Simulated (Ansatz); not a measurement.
A run for Ansatz (a first-principles code): R-r2SCAN/def2-TZVPP on BeBrH (SMILES [BeH][Br]), atoms moved off the minimum.

Ansatz 0.2 input:
```yaml
crystal:
  periodic: [false, false, false]
  atoms:
    - {symbol: Be, position_ang: [-0.02279163, 0.11641270, -1.65071858]}
    - {symbol: H, position_ang: [-0.01462256, -0.07649129, -3.02407682]}
    - {symbol: Br, position_ang: [-0.00789705, -0.10227767, 0.23500606]}
basis:
  gaussian:
    orbitals: def2-TZVPP
hamiltonian:
  xc: {name: r2SCAN}
scf: {lower_state_search: off}
output: {forces: true}
```

Output:

```
WARN ansatz: RAYON_NUM_THREADS=1 ignored (pool sized by the plan → 1); use --threads N
Functional definition: r2SCAN
these checks for a lower state are left out or cut short: stability, starts, cluster_reference, orbital_swaps, neighbouring_geometries, increment
integrals: 0.02 GiB planned
576 factors; their error is unknown
mean field: 0.16 GiB planned
mean field evaluation 1: about -70464.0271 eV, gradient 1.2e1 eV
mean field evaluation 2: about -70464.3652 eV, gradient 6.6e0 eV
mean field evaluation 4: about -70464.4992 eV, gradient 2.7e-1 eV
mean field evaluation 8: about -70464.4718 eV, gradient 9.6e-2 eV
mean field evaluation 16: about -70464.4718 eV, gradient 8.3e-6 eV
mean field -70464.47179973 eV, -2589.5215761055 hartree, gradient 8.3e-6 eV, S^2 0.000000; 0 other end points of the search recorded, 0 dependent functions left out
the calculation of the forces begins
reference -70464.47181220 eV, -2589.5215765639 hartree; 20, 20 occupied and 61, 61 virtual orbitals, 576 factors
Total energy: -70464.47181220 eV, -2589.5215765639 hartree
Atom 0 at    -0.022792     0.116413    -1.650719 Å, force     0.018275    -0.395266    -1.874972 eV/Å
Atom 1 at    -0.014623    -0.076491    -3.024077 Å, force    -0.017574     0.348501     0.760322 eV/Å
Atom 2 at    -0.007897    -0.102278     0.235006 Å, force    -0.000701     0.046765     1.114650 eV/Å
Dipole moment:    -0.006270     0.116458     0.011148 e Å
Checks for a lower state left out: stability, starts, cluster_reference, orbital_swaps, neighbouring_geometries, increment
```

Self-consistency was reached.

Cost: very roughly 2.3 core-seconds.
